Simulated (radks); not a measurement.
W57+, configuration [Ne] 3s2 3p5. Calculated with a radial shooting solver on a logarithmic mesh with Libxc functionals: scalar-relativistic Kohn-Sham, LDA (Slater exchange, VWN5 correlation), spin-polarised, spherical densities, finite nucleus; open shells are filled with parallel spins first (spin-orbit coupling, left out, can overturn this in heavy ions); Fermi nuclear charge, rms radius 5.3658 fm. Some entries of the table are withheld. Estimate them.

| orbital | occ. | eigenvalue (hartree) | <r^2> (bohr^2) |
|---|---|---|---|
| 1s up | 1 | -2708.260 | 0.0004635 |
| 1s down | 1 | -2708.115 | 0.0004635 |
| 2s up | 1 | -592.9184 | (1) |
| 2s down | 1 | -592.7998 | (2) |
| 2p up | 3 | -538.9108 | 0.005745 |
| 2p down | 3 | -538.7635 | 0.005744 |
| 3s up | 1 | -233.0251 | 0.03993 |
| 3s down | 1 | -232.7033 | 0.03995 |
| 3p up | 3 | -217.0141 | 0.03916 |
| 3p down | 2 | -216.6896 | 0.03918 |

Answer. 
(1) 2s up <r^2> (bohr^2): 0.006987
(2) 2s down <r^2> (bohr^2): 0.006985
